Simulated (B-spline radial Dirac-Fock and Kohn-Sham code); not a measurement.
**4d3/2 photoionisation of Rh⁴⁺ near threshold**

System: the Rh⁴⁺ ion in the configuration [Kr] 4d5. The computed 4d3/2 threshold is 61.44 eV; without correlation, outer thresholds are uncertain by 1 to 2 eV. With an open shell the threshold is an average over the terms of the final ion.

Calculated with a radial finite-basis atomic code, using independent-particle photoionisation in a Dirac-Hartree-Slater potential with a Latter tail, all multipoles, thresholds from Dirac-Fock ΔSCF. Interchannel coupling and autoionising resonances are not included, so magnitudes near threshold are approximate.

```
kinetic energy (eV)  σ (Mb)      β
                1.5    1.90   0.91
                1.9    1.83   0.95
                2.3    1.75   1.00
                2.9    1.66   1.05
                3.7    1.55   1.11
                4.6    1.42   1.18
                5.7    1.27   1.26
                7.2    1.11   1.36
                9.0   0.932   1.46
               11.2   0.752   1.58
               14.0   0.575   1.71
               17.5   0.411   1.84
               21.9   0.273   1.92
               27.4   0.168   1.80
               34.2   0.104   1.17
               42.8  0.0787  -0.09
               53.5  0.0856  -0.86
               66.9   0.113  -0.71
               83.7   0.144  -0.29
              104.7   0.167   0.09
              130.9   0.171   0.39
              163.6   0.160   0.63
              204.6   0.139   0.82
              255.8   0.114   0.97
              319.9  0.0891   1.09
              400.0  0.0659   1.19
```

The cross section has a minimum of 0.079 Mb near 43 eV kinetic energy, a Cooper minimum, where a dipole matrix element changes sign; it needs a radial node in the bound orbital. It is largest at the lowest energy, 1.90 Mb. β ranges from -0.86 (at 53.5 eV) to 1.92.
